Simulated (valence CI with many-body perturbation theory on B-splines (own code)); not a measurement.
## E1 transitions of I45+

Method: relativistic CI+MBPT: six valence electrons over a frozen Dirac-Fock core [He], radial functions for each j: 9 s, 9 p, 8 d, 6 f, 3 g, 1 h, with the one-electron correlation potential Σ1, the two-electron term Σ2, the three-electron term Σ3, Breit, model QED; selected CI, second order for the rest, scaled by the run's own slope (own B-spline code, finite nucleus).

No measured spectrum was set against this ion. As an estimate, large intervals hold to a few tenths of a per cent, small ones and those within an open d or f shell to about a per cent. Among the levels kept, up to 2500 cm⁻¹ of a level comes from second order outside the variational space, and about a tenth of that is noise between levels of different J, which matters for small intervals.

Lines 1 to 50 of 252 in falling wavelength, among levels below 39338 × 10³ cm⁻¹, chosen from the strongest by gf and those to the six lowest levels. Wavelengths and rates use the calculated energies. Electric multipoles are in the length gauge with retardation, E1 and E2 with the static RPA response of the core. Weak lines are less certain than strong ones. Lines between different terms over intervals too small for the method are left out, as are lines whose strength nearly cancels. Where a level lies close to another of its J and parity, the split of strength between their lines is uncertain. The highest levels of a list are the least certain.

Levels are named by their leading jj configuration (3d3/2^4 stands for four electrons in 3d with j = 3/2), which in mixed levels can hold well under half, so a name can repeat and another be missing. Letters in brackets count levels of one name in rising energy.

| λ vac (nm) | Upper | Lower | A (s⁻¹) | S (a.u.) with core polarisation | S without |
| --- | --- | --- | --- | --- | --- |
| 39.03 | (2s^2 2p3/2^4) J=0 | (2s 2p1/2^2 2p3/2^3) J=1 | 7.33e+06 | 2.15e-04 | 2.16e-04 |
| 20.18 | (2s 2p1/2^2 2p3/2^2 3p1/2) J=3 | (2s 2p1/2^2 2p3/2^2 3s) J=2 [a] | 1.90e+09 | 5.38e-02 | 5.39e-02 |
| 18.01 | (2s^2 2p1/2 2p3/2^2 3p1/2) J=3 | (2s^2 2p1/2 2p3/2^2 3s) J=2 [b] | 3.62e+09 | 7.31e-02 | 7.31e-02 |
| 17.86 | (2s^2 2p1/2 2p3/2^2 3p1/2) J=1 [b] | (2s^2 2p1/2 2p3/2^2 3s) J=1 [b] | 4.55e+09 | 3.83e-02 | 3.83e-02 |
| 17.78 | (2s^2 2p1/2^2 2p3/2 3p1/2) J=2 | (2s^2 2p1/2^2 2p3/2 3s) J=1 | 3.35e+09 | 4.64e-02 | 4.64e-02 |
| 17.22 | (2s^2 2p1/2 2p3/2^2 3p1/2) J=2 [a] | (2s^2 2p1/2 2p3/2^2 3s) J=1 [a] | 2.94e+09 | 3.70e-02 | 3.70e-02 |
| 17.14 | (2s^2 2p1/2 2p3/2^2 3p1/2) J=1 [b] | (2s^2 2p1/2 2p3/2^2 3s) J=0 | 2.65e+09 | 1.97e-02 | 1.97e-02 |
| 17.10 | (2s^2 2p1/2 2p3/2^2 3p1/2) J=1 [a] | (2s^2 2p1/2 2p3/2^2 3s) J=2 [a] | 6.42e+09 | 4.75e-02 | 4.75e-02 |
| 17.09 | (2s^2 2p1/2 2p3/2^2 3d5/2) J=2 [a] | (2s 2p1/2^2 2p3/2^2 3s) J=3 | 2.22e+09 | 2.73e-02 | 2.73e-02 |
| 16.90 | (2s^2 2p1/2 2p3/2^2 3p1/2) J=3 | (2s^2 2p1/2 2p3/2^2 3s) J=3 | 3.72e+09 | 6.20e-02 | 6.20e-02 |
| 16.68 | (2s^2 2p1/2^2 2p3/2 3p1/2) J=1 | (2s^2 2p1/2^2 2p3/2 3s) J=2 | 7.12e+09 | 4.89e-02 | 4.89e-02 |
| 16.28 | (2s^2 2p1/2^2 2p3/2 3p1/2) J=2 | (2s^2 2p1/2^2 2p3/2 3s) J=2 | 5.27e+09 | 5.60e-02 | 5.61e-02 |
| 16.14 | (2s 2p1/2^2 2p3/2^2 3p1/2) J=2 | (2s 2p1/2^2 2p3/2^2 3s) J=3 | 5.05e+09 | 5.24e-02 | 5.24e-02 |
| 15.58 | (2s^2 2p1/2 2p3/2^2 3p1/2) J=2 [a] | (2s^2 2p1/2 2p3/2^2 3s) J=2 [a] | 4.69e+09 | 4.38e-02 | 4.38e-02 |
| 15.53 | (2s 2p1/2^2 2p3/2^2 3p1/2) J=3 | (2s 2p1/2^2 2p3/2^2 3s) J=3 | 5.59e+09 | 7.24e-02 | 7.24e-02 |
| 14.44 | (2s^2 2p1/2 2p3/2^2 3d3/2) J=4 | (2s^2 2p1/2 2p3/2^2 3p3/2) J=4 | 1.19e+09 | 1.60e-02 | 1.60e-02 |
| 14.34 | (2s^2 2p1/2^2 2p3/2 3d3/2) J=3 | (2s^2 2p1/2^2 2p3/2 3p3/2) J=3 | 2.53e+09 | 2.58e-02 | 2.58e-02 |
| 13.58 | (2s^2 2p1/2 2p3/2^2 3p1/2) J=2 [b] | (2s^2 2p1/2 2p3/2^2 3s) J=2 [b] | 3.32e+09 | 2.05e-02 | 2.05e-02 |
| 13.19 | (2s^2 2p1/2 2p3/2^2 3d3/2) J=3 [a] | (2s^2 2p1/2 2p3/2^2 3p3/2) J=3 [a] | 2.37e+09 | 1.88e-02 | 1.88e-02 |
| 13.02 | (2s^2 2p1/2^2 2p3/2 3d5/2) J=2 | (2s^2 2p1/2^2 2p3/2 3p3/2) J=2 | 5.58e+09 | 3.04e-02 | 3.04e-02 |
| 12.94 | (2s^2 2p1/2 2p3/2^2 3p1/2) J=2 [b] | (2s^2 2p1/2 2p3/2^2 3s) J=3 | 1.22e+10 | 6.50e-02 | 6.50e-02 |
| 12.79 | (2s^2 2p1/2 2p3/2^2 3p1/2) J=0 | (2s^2 2p1/2 2p3/2^2 3s) J=1 [b] | 1.72e+10 | 1.77e-02 | 1.77e-02 |
| 12.77 | (2s^2 2p1/2^2 2p3/2 3d5/2) J=1 | (2s^2 2p1/2^2 2p3/2 3p3/2) J=0 | 8.59e+09 | 2.65e-02 | 2.65e-02 |
| 12.28 | (2s^2 2p1/2 2p3/2^2 3d5/2) J=2 [b] | (2s^2 2p1/2 2p3/2^2 3p3/2) J=1 [b] | 4.77e+09 | 2.18e-02 | 2.18e-02 |
| 12.12 | (2s^2 2p1/2 2p3/2^2 3d5/2) J=1 [a] | (2s^2 2p1/2 2p3/2^2 3p3/2) J=1 [a] | 7.11e+09 | 1.87e-02 | 1.87e-02 |
| 11.85 | (2s^2 2p1/2 2p3/2^2 3d5/2) J=1 [b] | (2s^2 2p1/2 2p3/2^2 3p3/2) J=1 [b] | 6.25e+09 | 1.54e-02 | 1.54e-02 |
| 11.81 | (2s^2 2p1/2 2p3/2^2 3d5/2) J=4 [b] | (2s^2 2p1/2 2p3/2^2 3p3/2) J=4 | 4.45e+09 | 3.26e-02 | 3.26e-02 |
| 11.66 | (2s^2 2p1/2^2 2p3/2 3d5/2) J=4 | (2s^2 2p1/2^2 2p3/2 3p3/2) J=3 | 2.27e+10 | 1.60e-01 | 1.60e-01 |
| 11.63 | (2s^2 2p1/2 2p3/2^2 3d5/2) J=5 | (2s^2 2p1/2 2p3/2^2 3p3/2) J=4 | 2.27e+10 | 1.94e-01 | 1.94e-01 |
| 11.61 | (2s^2 2p1/2^2 2p3/2 3d5/2) J=3 | (2s^2 2p1/2^2 2p3/2 3p3/2) J=2 | 1.84e+10 | 9.94e-02 | 9.94e-02 |
| 11.60 | (2s^2 2p1/2 2p3/2^2 3d5/2) J=3 | (2s^2 2p1/2 2p3/2^2 3p3/2) J=2 [a] | 1.77e+10 | 9.57e-02 | 9.57e-02 |
| 11.57 | (2s^2 2p1/2 2p3/2^2 3d5/2) J=4 [b] | (2s^2 2p1/2 2p3/2^2 3p3/2) J=3 [b] | 1.76e+10 | 1.21e-01 | 1.21e-01 |
| 11.55 | (2s^2 2p1/2 2p3/2^2 3d5/2) J=4 [a] | (2s^2 2p1/2 2p3/2^2 3p3/2) J=3 [a] | 1.44e+10 | 9.87e-02 | 9.87e-02 |
| 11.41 | (2s^2 2p1/2 2p3/2^2 3d3/2) J=4 | (2s^2 2p1/2 2p3/2^2 3p3/2) J=3 [a] | 7.91e+09 | 5.21e-02 | 5.21e-02 |
| 11.35 | (2s^2 2p1/2 2p3/2^2 3d5/2) J=3 | (2s^2 2p1/2 2p3/2^2 3p3/2) J=3 [a] | 3.37e+09 | 1.70e-02 | 1.70e-02 |
| 10.94 | (2s^2 2p1/2^2 2p3/2 3d5/2) J=2 | (2s^2 2p1/2^2 2p3/2 3p3/2) J=1 | 1.55e+10 | 5.00e-02 | 5.00e-02 |
| 9.920 | (2s^2 2p1/2^2 2p3/2 3d5/2) J=3 | (2s^2 2p1/2^2 2p3/2 3p3/2) J=3 | 4.04e+09 | 1.36e-02 | 1.36e-02 |
| 9.401 | (2s^2 2p1/2^2 2p3/2 3d5/2) J=1 | (2s^2 2p1/2^2 2p3/2 3p3/2) J=1 | 1.87e+10 | 2.30e-02 | 2.30e-02 |
| 9.025 | (2s^2 2p1/2 2p3/2^2 3d5/2) J=2 [b] | (2s^2 2p1/2 2p3/2^2 3p3/2) J=2 [a] | 7.72e+09 | 1.40e-02 | 1.40e-02 |
| 8.262 | (2s^2 2p1/2 2p3/2^2 3p3/2) J=1 [a] | (2s^2 2p1/2 2p3/2^2 3s) J=2 [b] | 3.91e+10 | 3.27e-02 | 3.27e-02 |
| 8.048 | (2s^2 2p1/2 2p3/2^2 3p3/2) J=2 [a] | (2s^2 2p1/2 2p3/2^2 3s) J=1 [a] | 3.55e+10 | 4.56e-02 | 4.56e-02 |
| 8.044 | (2s^2 2p1/2 2p3/2^2 3p3/2) J=3 [b] | (2s^2 2p1/2 2p3/2^2 3s) J=2 [b] | 3.83e+10 | 6.90e-02 | 6.90e-02 |
| 8.013 | (2s^2 2p1/2 2p3/2^2 3p3/2) J=2 [b] | (2s^2 2p1/2 2p3/2^2 3s) J=1 [b] | 1.59e+10 | 2.02e-02 | 2.02e-02 |
| 7.949 | (2s^2 2p1/2^2 2p3/2 3p3/2) J=1 | (2s^2 2p1/2^2 2p3/2 3s) J=1 | 6.66e+10 | 4.96e-02 | 4.96e-02 |
| 7.860 | (2s^2 2p1/2 2p3/2^2 3d3/2) J=3 [b] | (2s^2 2p1/2 2p3/2^2 3p1/2) J=2 [b] | 2.07e+10 | 3.48e-02 | 3.47e-02 |
| 7.852 | (2s^2 2p1/2 2p3/2^2 3p3/2) J=0 | (2s^2 2p1/2 2p3/2^2 3s) J=1 [a] | 6.64e+10 | 1.59e-02 | 1.59e-02 |
| 7.840 | (2s^2 2p1/2 2p3/2^2 3d3/2) J=2 [b] | (2s^2 2p1/2 2p3/2^2 3p1/2) J=2 [b] | 2.75e+10 | 3.27e-02 | 3.27e-02 |
| 7.814 | (2s^2 2p1/2 2p3/2^2 3p3/2) J=3 [b] | (2s^2 2p1/2 2p3/2^2 3s) J=3 | 3.79e+10 | 6.25e-02 | 6.25e-02 |
| 7.814 | (2s^2 2p1/2 2p3/2^2 3d3/2) J=3 [a] | (2s^2 2p1/2 2p3/2^2 3p1/2) J=3 | 6.77e+09 | 1.12e-02 | 1.12e-02 |
| 7.782 | (2s^2 2p1/2 2p3/2^2 3p3/2) J=3 [a] | (2s^2 2p1/2 2p3/2^2 3s) J=2 [a] | 7.69e+10 | 1.25e-01 | 1.25e-01 |
